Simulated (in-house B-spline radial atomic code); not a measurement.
Ionising Rb16+ with different functionals

Computed with a B-spline radial code for spherical atoms: scalar-relativistic (spin-free X2C) Hamiltonian, Fermi nucleus of rms radius 4.2036 fm, spin-polarised at highest spin, spherical fractional occupations for the functionals. The ionisation energy is the difference of two self-consistent energies, [Ar] 3d3 → [Ar] 3d2, without Breit or QED terms; ε is the level of the shell that loses the electron (its least bound occupied spin orbital). There is no spin-orbit coupling in this Hamiltonian.

Hybrids are left out here: with spherical fractional occupations of an open shell their exact exchange keeps a self-interaction that integer-occupation calculations don't have.

| method | rung | ΔSCF (eV) | -ε(3d) (eV) |
| --- | --- | --- | --- |
| LDA VWN5 | LDA | ? | ? |
| BP86 | GGA | 602.10 | 576.90 |
| BLYP | GGA | 601.98 | 576.77 |
| RPBE | GGA | ? | ? |
| PBEsol | GGA | 601.91 | 576.72 |
| r2SCAN | meta-GGA | 602.69 | 577.89 |

Task: What does LDA VWN5 give?

Result: ΔSCF 602.23 eV, and -ε(3d) = 577.00 eV.

Task: What does RPBE give?

Result: ΔSCF 601.98 eV, and -ε(3d) = 576.81 eV.

Task: Among the functionals, which spreads more, the ΔSCF values or the orbital energies?

Result: The orbital energies: ΔSCF values span about 0.77 eV and the orbital energies 1.17 eV.

Task: How do they compare with the NIST value?

Result: NIST lists 601 eV ± 3 (tabulated theory, ground level to ground level). Errors run from +0.91 to +1.69 eV; all lie within about twice that uncertainty, so the table can't rank the methods.
